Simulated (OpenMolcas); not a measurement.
**Pt2+ in KZnF3: curves along the breathing mode**

Pt2+ with its 6 nearest fluoride ions, on the Zn site of KZnF3 (a = 4.054 Å, distance in the model lattice 2.027 Å). The rest of the host is ab initio model potentials to 7.6 Å, with orthogonalisation functions on the cations behind the ligands, and point charges beyond; the distance is set by hand and nothing relaxes. Ligand basis ANO-RCC-VDZP.

```json
{
 "Program": "OpenMolcas",
 "Method": "SS-CASPT2, IPEA 0.25 Eh, imaginary shift 0.1 Eh (closed shells correlated: 5s 5p and the ligand valence shells)",
 "Basis": "ANO-RCC-VDZP [7s6p4d2f]",
 "Scalar Hamiltonian": "DKH2, point nucleus",
 "Active space": "8 electrons in 5 orbitals (5d)",
 "State averaging": "2S+1 = 3 even, 10 roots; 2S+1 = 1 even, 15 roots",
 "Spin-orbit coupling": "state interaction with AMFI integrals over the reference wave functions"
}
```

Spin-free energies (labels of O, the rotations of Oh) in cm-1 above the lowest fitted minimum, as all ligands move together:

```csv
R (Å),3A2,1E,1A1,3T2,3T1,1T2,1T1
1.944,19260,28150,37430,49000,55870,57730,61330
1.989,9420,18380,27670,36060,43100,45490,48650
2.035,3160,12170,21430,27050,34130,36650,39960
2.081,300,9360,18540,21850,28830,31470,34880
2.127,550,9630,18720,19880,26870,29650,33160
2.173,3690,12810,21780,21580,28040,30970,34540
2.218,9510,18620,27470,25760,32120,35180,38840
```

Cubic fits give the following; the wavenumber is harmonic, with the mass of all moving ligands, small differences in it between states hang on the degree of the fit, a number in brackets counts states of one label, and the table is a selection of at most 14 states with clean curves.

| State | R0 (Å) | Breathing mode (cm-1) | Minimum (cm-1) |
| --- | --- | --- | --- |
| 3A2 | 2.100 | 656 | 0 |
| 1E | 2.099 | 655 | 9070 |
| 1A1 | 2.101 | 652 | 18220 |
| 3T2 | 2.128 | 670 | 20020 |
| 3T1 | 2.131 | 661 | 26850 |
| 1T2 | 2.130 | 665 | 29630 |
| 1T1 | 2.128 | 662 | 33150 |
| 3T1(2) | 2.156 | 672 | 41990 |
| 1E(2) | 2.155 | 669 | 50880 |
| 1T2(2) | 2.155 | 670 | 51060 |
| 1A1(2) | 2.152 | 671 | 66190 |

The minimum of 3T2 is shifted by +0.0286 Å against 3A2 (from the unrounded fits). With M = 114.0 u for the moving shell, the Huang-Rhys factor in this mode is S = M ω ΔR² / 2ħ = 0.01483 × 114.0 × 656 × 0.0286² = 0.91. Only the first shell moves, against a rigid host.

Roots that are degenerate in the reference are averaged as groups; the widest CASPT2 spread within a group is 630 cm-1 (the 3-fold group of multiplicity 1 near 38500 cm-1 above the lowest state of its run, R = 1.944). Shifts and gaps below about the spread of the groups concerned are not significant. Over all roots computed the reference weight is 0.72 to 0.73 in R = 1.944, 0.72 to 0.73 in R = 1.989, 0.73 in R = 2.035, 0.73 in R = 2.081, 0.73 in R = 2.127, 0.73 in R = 2.173, 0.73 in R = 2.218; a low but even weight reflects the number of correlated electrons. Real 4d8 and 5d8 ions are as a rule square planar and diamagnetic. Ligand-to-metal charge-transfer states are missing. With no ligand orbital active B as a rule stays too high, so bands that hang on it stand too high and its fall with covalency is understated. With one d shell and no ligand orbital active, 10Dq can be off by a tenth or more. The least metal-like active orbital is 82 % on the metal (Löwdin) and no ligand orbital is active, so the numbers are rough (holds for R = 1.944). The least metal-like active orbital is 83 % on the metal (Löwdin) and no ligand orbital is active, so the numbers are rough (holds for R = 1.989). The least metal-like active orbital is 84 % on the metal (Löwdin) and no ligand orbital is active, so the numbers are rough (holds for R = 2.035). No measured value stands beside these numbers.
